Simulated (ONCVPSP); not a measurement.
Rh: one change to an ONCV potential, before and after

ONCVPSP 4.0.1 input, shortened (lines: element, Z, core and valence counts, functional; n l f; lmax; l rc ep ncon nbas qcut; lloc lpopt rc5 dvloc0; l nproj debl; icmod fcfact rcfact), PBE, scalar-relativistic:

```
  Rh 45.00    6    4        4      upf
    1    0    2.00
    2    0    2.00
    2    1    6.00
    3    0    2.00
    3    1    6.00
    3    2   10.00
    4    0    2.00
    4    1    6.00
    4    2    8.00
    5    0    0.50
    2
    0    1.85    0.00    4    7    7.30
    1    1.10    0.00    4    9    7.50
    2    1.55    0.00    4    9    8.90
    4    1    0.75    4.00
    0    3    3.00
    1    2    0.60
    2    2    3.70
    3    3.25    1.20
```

In the p channel the program set the typed energies aside and used -1.989, 0.250 Ha.

Change: d: rc 2.12.

Cutoffs: the cutoffs (Ha) at which the residual kinetic energy of the hardest occupied pseudo-wave falls to 1 and 0.1 mHa per electron; they do not see the model core or the augmentation charge, which bear on the density cutoff. Errors are all-electron minus pseudo energies relative to the spin-unpolarised reference configuration.

**Question.** How do hardness, ghosts and transferability respond?

**Answer.** The potential gets neither clearly harder nor softer (87 Ha and 217 Ha → 87 Ha and 217 Ha); the p channel sets the loose cutoff, while the largest relative change is in d, which becomes softer; of the 4 tests that both files solve, the error grows in 0 and shrinks in 1 by more than 15 % and 0.3 meV (median size 0.8 → 0.6 meV); neither file shows a bound ghost.

| quantity | base | changed |
| --- | --- | --- |
| cutoff, loose | 87 Ha | 87 Ha |
| cutoff, tight | 217 Ha | 217 Ha |
| loose cutoff by channel | s 16 Ha, p 87 Ha, d 27 Ha | s 16 Ha, p 87 Ha, d 23 Ha |
| bound ghosts | none | none |
| GHOST(+) flags under 300 eV | s at 237.5 eV | s at 237.5 eV |
| error for 4s2 4p6 4d8 5s1, meV [ΔE -2.92 eV] | +0.4 | +0.5 |
| error for 4s2 4p6 4d8 5s0, meV [ΔE 4.54 eV] | -1.2 | -1.1 |
| error for 4s2 4p6 4d7 5s0, meV [ΔE 24.05 eV] | -1.7 | -0.7 |
| error for 4s2 4p6 4d8.5 5s0.5, meV [ΔE -3.55 eV] | -0.4 | -0.2 |
| s: phases at 1.87 bohr within 0.05 rad from the reference energy up to (Ha; the scan ends near 5) | to the end of the scan | to the end of the scan |
| p: phases at 1.11 bohr within 0.05 rad from the reference energy up to (Ha; the scan ends near 5) | to the end of the scan | to the end of the scan |
| rms error of d²Exc/dni dnj with the model core, mHa | 0.73 | 0.77 |
